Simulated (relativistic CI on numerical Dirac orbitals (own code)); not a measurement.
These numbers are calculated, not measured: Dirac-Coulomb-Breit CI, KLI orbitals optimised for each configuration, model QED (radiative potential, 1s self-energy scaled to tabulated hydrogen-like ionisation energies), valence Slater integrals scaled by 0.85, P86 correlation energy added to each configuration (own radial code, finite nucleus).

CI space (outside the closed core [Xe] 4f14): 5d⁹, 5d⁸6s, 5d⁸6p, 5d⁷6s6p, 5d⁸7s, 5d⁸6d, 5d⁸7p, 5d⁸8s, 5d⁸5f, 5d⁸7d, 5d⁸8p, 5d⁸6f, 5d⁸5g, 5d⁸8d, 5d⁸7f, 5d⁷6s², 5d⁶6s²6p, 5d⁶6s²7s, 5d⁶6s²6d, 5d⁶6s²7p, 5d⁶6s²8s, 5d⁷6s7s, 5d⁶6s6p7s, 5d⁶6s7s², 5d⁶6s6d7s, 5d⁶6s7s7p, 5d⁶6s7s8s. Double excitations out of closed p, d and f shells are left out; levels of such configurations are missing from the list, as are those of other unlisted configurations, and high levels can miss mixing partners.

Correlation outside the listed configurations is missing or only estimated: errors of thousands of cm⁻¹ between configurations and terms are usual at this charge. Rates and lifetimes follow the computed energies and can be off by large factors. The fine structure of a lone outer electron comes out too small, for d and f at times inverted, and misplaced configurations move strength between like terms.

Outline of the computed level scheme of Pt II. Lowest level of each configuration: 5d⁹ ²D5/2 at 0.0000 eV; 5d⁸6s ⁴F9/2 at 0.8144 eV; 5d⁷6s² ⁴F9/2 at 4.1769 eV; 5d⁸6p ⁴D°7/2 at 6.1727 eV; 5d⁷6s6p ⁶D°9/2 at 7.6025 eV.

Some strong electric-dipole decays among the lowest 45 levels: 5d⁸6p ⁴G°11/2 → 5d⁸6s ⁴F9/2 (5.9e+08 s⁻¹); 5d⁸6p ⁴G°7/2 → 5d⁸6s ⁴F7/2 (3.5e+08 s⁻¹); 5d⁸6p ⁴D°7/2 → 5d⁸6s ⁴F9/2 (2.6e+08 s⁻¹); 5d⁸6p ⁴F°9/2 → 5d⁸6s ⁴F9/2 (2.0e+08 s⁻¹); 5d⁸6p ⁴D°5/2 → 5d⁸6s ⁴F7/2 (1.9e+08 s⁻¹); 5d⁸6p ²D°5/2 → 5d⁹ ²D5/2 (1.8e+08 s⁻¹); 5d⁸6p ²G°9/2 → 5d⁸6s ⁴F9/2 (1.8e+08 s⁻¹); 5d⁸6p ⁴P°5/2 → 5d⁸6s ⁴F3/2 (1.7e+08 s⁻¹).

Rates of lines that live on the mixing of spin multiplicities can be off by large factors.

LS names give the leading component of a level, which can be under half, so a name can repeat, a term be missing and a line seem to break the LS rules.
